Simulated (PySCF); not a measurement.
O2, charge -1, doublet, geometry from GFN2-xTB (a state made from the parent by changing its charge; the spin is typed, not shown lowest). Base run: HF/def2-SV(P) (PySCF).

Input for PySCF:
```python
from pyscf import gto, scf

mol = gto.M(
    atom='''
O    -0.00000000   -0.00000000   -0.67067238
O     0.00000000    0.00000000    0.67067238
''',
    basis='def2-sv(p)',
    charge=-1,
    spin=1,
    verbose=4,
)

mf = scf.UHF(mol)
mf.kernel()
```

Each row names what was changed in the base input (with any setting that the change needs).

```csv
change,basis functions,E (Eh),HOMO (eV)
base,28,-149.43736,-1.34
basis = cc-pVDZ-DK; relativity = spin-free X2C; nucleus = Gaussian (with nucmod='G'),28,-149.67382,-1.09
basis = cc-pVDZ-DK; relativity = spin-free X2C,28,-149.67384,-1.09
basis = jorge-DZP-DKH; relativity = spin-free X2C; nucleus = Gaussian (with nucmod='G'),30,-149.70986,-1.62
basis = x2c-TZVPall; relativity = none,62,-149.63724,-1.99
basis = x2c-TZVPall; relativity = spin-free X2C,62,-149.74808,-1.98
basis = x2c-TZVPall; relativity = spin-free X2C; nucleus = Gaussian (with nucmod='G'),62,-149.74806,-1.98
basis = jorge-DZP-DKH; relativity = spin-free X2C,30,-149.70989,-1.62
basis = cc-pVDZ-DK; relativity = none,28,-149.56135,-1.09
basis = jorge-DZP-DKH; relativity = none,30,-149.59941,-1.63
```

Absolute energies of different levels of theory aren't comparable as measures of quality.

Open shells are given as the SCF converged; they aren't shown to be the lowest states, and a large step between rows can be another state.

Basis sets contracted for a relativistic Hamiltonian are a mismatch without it, so the rows without relativity aren't non-relativistic limits. No row has spin-orbit coupling; sets with core potentials leave out the core electrons.
